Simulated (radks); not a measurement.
Problem. These are the eigenvalues of the occupied orbitals of an atom or ion with whole-number occupations (hartree). Calculated with a radial shooting solver on a logarithmic mesh with Libxc functionals: Dirac Kohn-Sham, BLYP, spin-unpolarised, spherical densities, finite nucleus; Fermi nuclear charge, rms radius of each element as measured or else 0.836 A^(1/3) + 0.57 fm.

orbital  eigenvalue
1s1/2     -1749.608
2s1/2     -315.5315
2p1/2     -301.0856
2p3/2     -278.8789
3s1/2     -95.32145
3p1/2     -89.15423
3p3/2     -84.53540
3d3/2     -73.96955
3d5/2     -72.95307
4s1/2     -42.10623
4p1/2     -39.59372
4p3/2     -38.23719

Which element is it, and in what charge state? The configuration may be excited. Open shells, if any, fill j = l - 1/2 first.

Solution. Z = 62, samarium, charge +28: Sm28+ in [Ar] 3d10 4s2 4p4. The list shows which subshells hold electrons but not how many an open one holds; the 1s level, -1749.6 hartree, gives Z - s = 59.2 by -(Z - s)^2/2, which with screening and relativity narrows Z to a few neighbours, and the depths of the outer levels then fix element, charge and occupations together.
